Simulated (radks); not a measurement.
Results of a calculation; reference values are marked as such.
Species: Cu I. Configuration: [Ar] 3d9.75 4s1 4p0.25 (fractional occupations, a model configuration). Level of theory: non-relativistic Kohn-Sham, r2SCAN, spin-polarised, spherical densities, point nucleus; open shells are filled with parallel spins first; meta-GGA in the generalised Kohn-Sham scheme (a radial shooting solver on a logarithmic mesh with Libxc functionals).

Normalised radial functions P(r) = r R(r), r in bohr:

```
   r/bohr * 3s down, o 4s up, + 4p up (the largest magnitude, 1.28, reaches the edge; | marks zero, & curves that meet)
 0.003088                             & *
 0.004756                             +o *
 0.007326                             +o  *
  0.01137                             +o    *
  0.01752                             + o     *
  0.02699                             + o     *
  0.04157                             |+o    *
  0.06403                             o&
  0.09863                     *     o | +
   0.1519              *           o  | +
   0.2359                    *      o +
   0.3634                           + |  o       *
   0.5597                          +  |    o                     *
   0.8621                            +|o                    *
    1.328                     o       |   +   *
    2.045                o            |*      +
    3.151                  o          *          +
    4.892                       o     *       +
    7.535                            o*   +
    11.61                             &+
```

3s down: eigenvalue -116.25 eV, 2 radial nodes at r = 0.0693, 0.292 bohr, <r> = 0.721 bohr, 90 % of the charge inside 1.08 bohr. 4s up: eigenvalue -5.864 eV, 3 radial nodes at r = 0.0690, 0.285, 0.899 bohr, <r> = 2.90 bohr, 90 % of the charge inside 4.47 bohr. 4p up: eigenvalue -1.312 eV, 2 radial nodes at r = 0.257, 0.978 bohr, <r> = 4.30 bohr, 90 % of the charge inside 7.02 bohr.
